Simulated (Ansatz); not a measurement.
Ansatz (a quantum-chemistry and plane-wave program) input (PBE0/6-311+G**): The .json file is the Basis Set Exchange's 6-311+G**.

Ansatz 0.2 input:
```yaml
crystal:
  periodic: [false, false, false]
  atoms:
    - {symbol: C, position_ang: [1.98679200, 0.38471200, 0.17345800]}
    - {symbol: N, position_ang: [0.86705900, -0.55342200, 0.03469700]}
    - {symbol: B, position_ang: [-0.47638700, -0.28789200, -0.03602000]}
    - {symbol: O, position_ang: [-1.60604900, -1.00095900, -0.09668000]}
    - {symbol: O, position_ang: [-0.87933600, 1.17312100, -0.05077600]}
    - {symbol: H, position_ang: [1.64308100, 1.33773500, 0.57678000]}
    - {symbol: H, position_ang: [2.71163100, -0.00975900, 0.88269400]}
    - {symbol: H, position_ang: [2.48480400, 0.55368800, -0.78175100]}
    - {symbol: H, position_ang: [1.15334900, -1.52049200, -0.02146600]}
    - {symbol: H, position_ang: [-1.58472700, -1.95878900, -0.00086000]}
    - {symbol: H, position_ang: [-0.30504400, 1.87346700, -0.39975500]}
    - {symbol: H, position_ang: [-1.82824100, 1.35200400, -0.17951200]}
basis:
  gaussian:
    orbitals: 6-311+G__.json
hamiltonian:
  xc: {name: PBE0}
total_charge: 1
output: {forces: true}
```

Output:

```
Functional definition: PBE0
integrals: 0.08 GiB planned
1265 factors; their error is unknown
mean field: 0.65 GiB planned
mean field evaluation 1: about -7381.0986 eV, gradient 1.1e2 eV
mean field evaluation 2: about -7366.5603 eV, gradient 1.4e2 eV
mean field evaluation 4: about -7401.3772 eV, gradient 5.4e0 eV
mean field evaluation 8: about -7401.4288 eV, gradient 7.6e-2 eV
mean field evaluation 16: about -7401.3964 eV, gradient 1.7e-5 eV
mean field -7401.39640349 eV, -271.9963009817 hartree, gradient 1.7e-5 eV, S^2 0.000000; 0 other end points of the search recorded, 0 dependent functions left out
the calculation of the forces begins
reference -7401.39645161 eV, -271.9963027499 hartree; 20, 20 occupied and 132, 132 virtual orbitals, 1265 factors
Total energy: -7401.39645161 eV, -271.9963027499 hartree
Atom 0 at     1.986792     0.384712     0.173458 Å, force    -0.224218    -0.154922    -0.049642 eV/Å
Atom 1 at     0.867059    -0.553422     0.034697 Å, force     0.145580     0.145779     0.023240 eV/Å
Atom 2 at    -0.476387    -0.287892    -0.036020 Å, force    -0.082957    -0.058649    -0.003390 eV/Å
Atom 3 at    -1.606049    -1.000959    -0.096680 Å, force     0.060990    -0.029922     0.009615 eV/Å
Atom 4 at    -0.879336     1.173121    -0.050776 Å, force    -0.054762     0.069515    -0.051453 eV/Å
Atom 5 at     1.643081     1.337735     0.576780 Å, force    -0.014815     0.066772     0.045013 eV/Å
Atom 6 at     2.711631    -0.009759     0.882694 Å, force     0.045798    -0.025470     0.057822 eV/Å
Atom 7 at     2.484804     0.553688    -0.781751 Å, force     0.035774     0.005753    -0.069753 eV/Å
Atom 8 at     1.153349    -1.520492    -0.021466 Å, force    -0.006566    -0.026880    -0.005651 eV/Å
Atom 9 at    -1.584727    -1.958789    -0.000860 Å, force     0.035433     0.174556    -0.011742 eV/Å
Atom 10 at    -0.305044     1.873467    -0.399755 Å, force    -0.096998    -0.120253     0.039725 eV/Å
Atom 11 at    -1.828241     1.352004    -0.179512 Å, force     0.156741    -0.046279     0.016216 eV/Å
Dipole moment:    -0.143108     0.395088    -0.152988 e Å
```

The dipole moment of an ion depends on the origin.

The geometry given is a B3LYP-D3(BJ)/def2-TZVP minimum.
